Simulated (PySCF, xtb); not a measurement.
Se(H)(SH) (H2SSe), SMILES S[SeH].

GFN2-xTB run with xtb 6.7.1 at its own geometry gives an orbital gap of 3.53 eV and a dipole moment of 1.57 D.

Coordinates come from a PBE0-D3(BJ)/def2-TZVP optimisation.

Q: What does B3LYP/def2-TZVPD run with PySCF give? (The exact figures need the calculation; the answer reports its results.)

A: gap 5.25 eV (levels -7.00 and -1.75 eV), dipole 0.97 D.
